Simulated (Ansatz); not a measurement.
Stepwise reaction of `CB(O)O` with hydrogen sulfide, as a gas-phase model of exchange steps in deposition or etching. ΔE in kJ/mol.

Calculated with Ansatz (gas phase, PBE0-D4/def2-TZVP geometries, no zero-point term in ΔE). CCSD(T)/CBS is the MP2 limit (def2-TZVPP, def2-QZVPP) plus CCSD(T) − MP2 in def2-TZVPP, frozen cores. This one scheme is used for every species. Functionals use def2-TZVPP. B3LYP here is the variant with VWN-RPA as its local correlation; programs differ in this. One conformer a species, not always the lowest.

| step | reaction | PBE-D4 | B3LYP-D4 | ωB97M-V | CCSD(T)/CBS |
| --- | --- | --- | --- | --- | --- |
| 1 | `CB(O)O` + H₂S → `CB(O)S` + H₂O | 44.5 | 54.9 | 55.1 | 49.0 |

Give the row of step 2, `CB(O)S` + H₂S → `CB(S)S` + H₂O. (An estimate is asked.)

Computed: 
| step | reaction | PBE-D4 | B3LYP-D4 | ωB97M-V | CCSD(T)/CBS |
| --- | --- | --- | --- | --- | --- |
| 2 | `CB(O)S` + H₂S → `CB(S)S` + H₂O | 40.7 | 50.3 | 52.2 | 44.1 |

By hand: ΔE of the 2 steps together at CCSD(T)/CBS.

(49.0) + (44.1) = 93.1 kJ/mol, or 46.5 kJ/mol a step.

In ΔE the steps differ by no more than 4.9 kJ/mol. All are uphill at CCSD(T)/CBS. PBE-D4 differs from CCSD(T)/CBS by -4.5 to -3.4 kJ/mol a step. Isolated molecules leave out the surface, adducts and barriers. Largest T1 diagnostic: 0.013.
